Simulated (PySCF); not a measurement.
Run record: geometry optimisation, `C/C(=C\I)CN`.

Computed with PBE0-D3(BJ)/def2-SVP geometry optimisation, gas phase, def2 core potentials past Kr (PySCF 2.14.0). Start geometry: GFN2-xTB. A driver script takes a list of jobs; this job's settings line and coordinates (Å) are shown.

Input:
```
{"job": {"xc": "PBE0", "basis": "def2-SVP", "d3": "d3bj", "grid": 1, "maxiter": 30, "shake": 0.01, "kind": "geom"}, "charge": 0, "multiplicity": 1}
C      0.829070    -1.297010    -0.325690
C      0.427200     0.162110    -0.218700
C      1.252860     1.178470    -0.107630
I      3.408960     1.016780    -0.091570
C     -1.056690     0.427250    -0.243070
N     -1.691640    -0.280260     0.861950
H      1.822970    -1.457140     0.040860
H      0.110280    -1.863120     0.227850
H      0.761730    -1.577330    -1.354250
H      0.947410     2.202490    -0.010800
H     -1.476100     0.031500    -1.155820
H     -1.234780     1.521450    -0.207870
H     -1.397320     0.091260     1.745920
H     -2.711110    -0.171520     0.831060
```

Output:
```
step   0  E = -509.27690538  max force = 0.035074
step   1  E = -509.28122445  max force = 0.006482
step   2  E = -509.28202725  max force = 0.004047
step   3  E = -509.28175362  max force = 0.004595
step   4  E = -509.28223590  max force = 0.002355
step   5  E = -509.28234393  max force = 0.001565
step   6  E = -509.28237416  max force = 0.001088
step   7  E = -509.28239711  max force = 0.000333
step   8  E = -509.28240856  max force = 0.000409
optimisation converged
```

Energies in Eh; «max force» is the largest Cartesian gradient component in Eh/bohr.

**Question.** Give the first gradient maximum in eV/Å.

**Answer.** With 1 Eh/bohr = 51.422 eV/Å, 1.804 eV/Å.

In short: final energy -509.28241 Eh after 8 steps; dipole 2.53 D.

**Question.** Give the final coordinates.

**Answer.** 0.044 Å rms from the input after alignment:
```
atom  x, y, z in Å
C1     0.7899   -1.2866   -0.4222
C2     0.4151    0.1480   -0.2430
C3     1.2622    1.1833   -0.2226
I4     3.3388    1.0625   -0.4616
C5    -1.0621    0.4336   -0.0861
N6    -1.6145   -0.2900    1.0412
H7     1.8409   -1.4765   -0.1663
H8     0.1356   -1.9105    0.2032
H9     0.6385   -1.5891   -1.4728
H10    0.9228    2.2128   -0.0881
H11   -1.5704    0.0738   -0.9994
H12   -1.2157    1.5316   -0.0575
H13   -1.2749    0.1030    1.9166
H14   -2.6288   -0.2226    1.0547
```

**Question.** Estimate the wall time. Hardware: Intel Xeon Platinum 8488C, one thread, on a shared host. And the peak memory of the process?

**Answer.** About 79 s, with 0.55 GiB resident at the peak, the Python interpreter and its libraries included.
Labels such as C1 count atoms from 1, the log's own numbers from 0.
